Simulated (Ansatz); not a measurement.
Cost and result up the ladder for the cluster InO₂H (the lowest singlet isomer of a short search) (4 atoms). The state is a singlet with charge 0. Geometry: PBE0-D4/def2-TZVP.

```
atom   x (Å)   y (Å)   z (Å)
 In1  -0.119  -0.438  -1.783
  O2  -0.181   0.612   0.478
  O3  -0.310  -0.832   0.278
  H4   0.609   0.658   1.027
```

Ansatz on 2 threads of Arm Neoverse V2 on a shared host. Times are rough, and most runs start from the orbitals of an earlier one. ωB97X-V/def2-TZVP serves as the yardstick here, not as an exact answer. Differences are given only for rows in sets of like size (and for xTB, whose basis is part of the method), since another set adds its own error. Binding counts from free atoms at the same level (In doublet, O triplet, H doublet; other spins of the atoms weren't run), without zero-point energy or a counterpoise term.

In the def2 sets In takes a core potential, while STO-3G treats all electrons; there is no spin–orbit coupling. HSE06 is defined as in plane-wave codes, on full-range PBE exchange. Correlated methods freeze 6 core orbitals; core or outer-core shells of In are correlated, in sets that lack core-valence functions. The structure holds one bond between oxygen atoms, so isomers without such links may lie far lower. The structure comes from a short search, and lower isomers may exist.

Correlated methods converge slowly with the basis (MP2 moves by 0.13 eV from def2-TZVP to def2-QZVPP here).

```csv
level,functions,wall time,binding energy per atom (eV),difference from ωB97X-V/def2-TZVP (eV)
HF/STO-3G,38,0.35 s,1.45,–
LDA (SPW92)/def2-TZVP,118,0.7 s,3.40,0.75
MP2/def2-TZVP,118,1.2 s,2.64,-0.02
HSE06-D4/def2-TZVP,118,1.6 s,2.60,-0.06
PBE-D4/def2-TZVPD,145,1.7 s,2.85,0.19
PBE0-D4/def2-TZVPD,145,2 s,2.60,-0.06
r2SCAN-D4/def2-TZVP,118,2.4 s,2.67,0.01
PBE0-D4/def2-TZVP (with forces),118,2.4 s,2.59,-0.07
r2SCANh-D4/def2-TZVP (with forces),118,3.1 s,2.59,-0.07
r2SCAN-D4/def2-TZVPD,145,3.3 s,2.68,0.02
ωB97X-V/def2-TZVP,118,3.8 s,2.66,0.00
B97M-V/def2-TZVP,118,4.3 s,2.66,0.00
MP2/def2-QZVPP,226,5.5 s,2.77,–
CCSD(T)/def2-TZVPP,126,19 s,2.55,-0.11
```
